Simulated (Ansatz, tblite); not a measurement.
Cost and result up the ladder for the cluster Rb₄H₄ (the lowest singlet isomer of a short search) (8 atoms). Total charge 0; singlet. Geometry: PBE0-D4/def2-SVP.

Cartesian coordinates in Å:
```
Rb -0.968 -1.008 1.552
Rb 0.958 1.004 -1.561
Rb 2.705 -2.570 -2.084
Rb -2.694 2.574 2.094
H -2.781 0.220 3.154
H 0.879 -1.683 -0.365
H 2.791 -0.217 -3.147
H -0.890 1.680 0.357
```

Ansatz on 4 threads of Arm Neoverse V1 on a shared host; xTB runs through tblite on one thread. Times are rough, summed over both states, and most runs start from the orbitals of an earlier one. PBE0-D4/def2-TZVP serves as the yardstick here, not as an exact answer. The other state is a doublet.

In the def2 sets Rb takes a core potential; there is no spin–orbit coupling. The xTB rows come from tblite. The structure comes from a short search, and lower isomers may exist.

Raw xTB energies of ions are shifted by several eV.

```
              level  functions  wall time
           GFN1-xTB         24    0.006 s
           GFN2-xTB         20    0.006 s
   PBE-D4/def2-TZVP        156      9.3 s
  PBE0-D4/def2-TZVP        156       11 s
r2SCAN-D4/def2-TZVP        156       19 s
```

(1) Estimate what each level gives for the vertical IE (eV).

## Answers

(1) 
| level | vertical IE (eV) | difference from PBE0-D4/def2-TZVP (eV) |
| --- | --- | --- |
| GFN1-xTB | 13.30 | 7.82 |
| GFN2-xTB | 10.11 | 4.63 |
| PBE-D4/def2-TZVP | 5.12 | -0.36 |
| PBE0-D4/def2-TZVP | 5.48 | 0.00 |
| r2SCAN-D4/def2-TZVP | 5.04 | -0.44 |
